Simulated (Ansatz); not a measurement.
## Molecular dynamics of Cl$_{3}$FGeH$_{2}$S

input.yaml

```yaml
crystal:
  periodic: [false, false, false]
  atoms:
    - { symbol: Ge, position_ang: [-0.40637, -0.035424, -0.147654] }
    - { symbol: Cl, position_ang: [-0.109466, 0.415094, 2.359784] }
    - { symbol: F, position_ang: [1.261889, -0.570827, -0.005107] }
    - { symbol: Cl, position_ang: [-0.394599, 1.993354, -0.87364] }
    - { symbol: Cl, position_ang: [-0.958234, -1.448361, -1.729764] }
    - { symbol: S, position_ang: [-2.667578, -0.072644, 0.778518] }
    - { symbol: H, position_ang: [-2.648728, -1.415576, 1.020887] }
    - { symbol: H, position_ang: [-1.635613, 0.261583, 2.009475] }
basis:
  gaussian: { orbitals: def2-SVP }
hamiltonian:
  xc: revpbe
  dispersion: d4
md:
  timestep: 0.5
  n_steps: 200
  ensemble: nve
  temperature: 100.0
  initial_velocities: maxwell_boltzmann
  seed: 8987
```

Command:

```bash
$ ansatz run input.yaml --threads 4 --pin off --max-ram 5120MiB --backend cpu --events-out ev --progress --plain --runs-dir out
```

It starts at the highest image of a converged band, a first-order saddle point between two minima.

Output, in part (step lines, the closing report, with atoms numbered from 0):

```
md step     0: t =     0.00 fs  T =   100.0 K  F+E_penalty+E_count = -107636.38101795 eV  E_kin = 0.077556 eV  conserved = -107636.30346195 eV  (28 SCF iters)
md step     1: t =     0.50 fs  T =    99.8 K  F+E_penalty+E_count = -107636.38084209 eV  E_kin = 0.077380 eV  conserved = -107636.30346214 eV  (28 SCF iters)
md step     2: t =     1.00 fs  T =    98.8 K  F+E_penalty+E_count = -107636.38010981 eV  E_kin = 0.076651 eV  conserved = -107636.30345866 eV  (28 SCF iters)
md step     3: t =     1.50 fs  T =    97.3 K  F+E_penalty+E_count = -107636.37888535 eV  E_kin = 0.075433 eV  conserved = -107636.30345239 eV  (28 SCF iters)
md step     4: t =     2.00 fs  T =    95.2 K  F+E_penalty+E_count = -107636.37727675 eV  E_kin = 0.073832 eV  conserved = -107636.30344451 eV  (28 SCF iters)
md step     5: t =     2.50 fs  T =    92.8 K  F+E_penalty+E_count = -107636.37541538 eV  E_kin = 0.071979 eV  conserved = -107636.30343680 eV  (28 SCF iters)
md step     6: t =     3.00 fs  T =    90.3 K  F+E_penalty+E_count = -107636.37343241 eV  E_kin = 0.070002 eV  conserved = -107636.30343033 eV  (28 SCF iters)
md step     7: t =     3.50 fs  T =    87.7 K  F+E_penalty+E_count = -107636.37143940 eV  E_kin = 0.068014 eV  conserved = -107636.30342585 eV  (27 SCF iters)
[... lines left out ...]
Total energy: -107637.15284512 eV, -3955.5924079756 hartree
Atom 0 at    -0.038683     0.055541    -0.064415 Å, force     0.442376    -0.115323     0.989232 eV/Å
Atom 1 at    -0.047109     0.104956     2.146826 Å, force    -0.143447    -0.127857    -0.884721 eV/Å
Atom 2 at     1.609956    -0.423772    -0.411569 Å, force     0.039840     0.257987     0.029020 eV/Å
Atom 3 at    -0.501939     1.948253    -0.893772 Å, force     0.054365     0.508898    -0.078066 eV/Å
Atom 4 at    -1.097312    -1.380562    -1.221044 Å, force    -0.282150    -0.624138    -0.166904 eV/Å
Atom 5 at    -3.413726    -0.056566     0.536329 Å, force    -0.346019     0.670375     0.280376 eV/Å
Atom 6 at    -3.191393    -1.315780     0.974104 Å, force    -0.069977    -0.108471     0.313878 eV/Å
Atom 7 at    -3.941523     0.433244     1.728855 Å, force     0.305012    -0.461471    -0.482816 eV/Å
Dipole moment:    -0.394622    -0.035403     0.259289 e Å
```

The steps, from the saved trajectory:

```tsv
time (fs)	T (K)	potential energy less start (eV)	conserved less start (meV/atom)
0	100	0.000	0.00
3	90	0.008	0.00
6	77	0.018	0.00
9	71	0.023	0.01
12	92	0.006	0.00
15	117	-0.013	0.00
18	127	-0.021	0.00
21	138	-0.030	0.01
24	166	-0.051	0.00
27	198	-0.076	0.01
30	257	-0.122	0.00
33	314	-0.166	0.00
36	350	-0.194	0.01
39	418	-0.247	-0.01
42	472	-0.289	0.01
45	564	-0.360	-0.01
48	616	-0.400	0.00
51	665	-0.438	0.00
54	700	-0.465	0.00
57	741	-0.497	0.00
60	775	-0.524	-0.01
63	784	-0.530	0.00
66	794	-0.538	-0.01
69	791	-0.536	0.01
72	831	-0.567	-0.01
75	864	-0.592	0.01
78	918	-0.634	-0.01
81	938	-0.650	0.01
84	990	-0.690	-0.01
87	1023	-0.716	0.01
90	1076	-0.757	-0.01
93	1086	-0.765	0.00
96	1095	-0.772	-0.01
99	1093	-0.770	0.01
```

The run went to its last step. The conserved energy stayed within 0.017 meV per atom of its start (net change 0.0084 meV per atom), so the integration is sound. The kinetic energy rose, since the run started high on the potential surface and went downhill. It ends in pieces (Cl3FGe + H2S), so much of that is their flight and rotation, not heat. A run of 0.1 ps of so small a system gives no equilibrium averages. The orbitals stay closed-shell, which can raise the energy where a bond breaks towards radicals; this wasn't checked here.

Between its relaxed ends the band would form Ge1–S6, Cl2–H8 and break Ge1–Cl2, S6–H8. These pairs go: Ge1–S6 2.44 → 3.43 Å, Cl2–H8 1.57 → 3.93 Å, Ge1–Cl2 2.56 → 2.21 Å, S6–H8 1.64 → 1.39 Å. In the last frame they stand as before the step (other bonds may differ from the relaxed reactants and products). It ends as Cl3FGe + H2S. Pairs count as bonded within 1.25 times the sum of covalent radii (0.12 Å more for H–H).

Last frame:

```xyz
8
Properties=species:S:1:pos:R:3
Ge -0.039 0.056 -0.064
Cl -0.047 0.105 2.147
F 1.610 -0.424 -0.412
Cl -0.502 1.948 -0.894
Cl -1.097 -1.381 -1.221
S -3.414 -0.057 0.536
H -3.191 -1.316 0.974
H -3.942 0.433 1.729
```

Time of the run: 5.5 min on 4 threads of Arm Neoverse V1, on a shared host, peak memory 0.21 GiB.
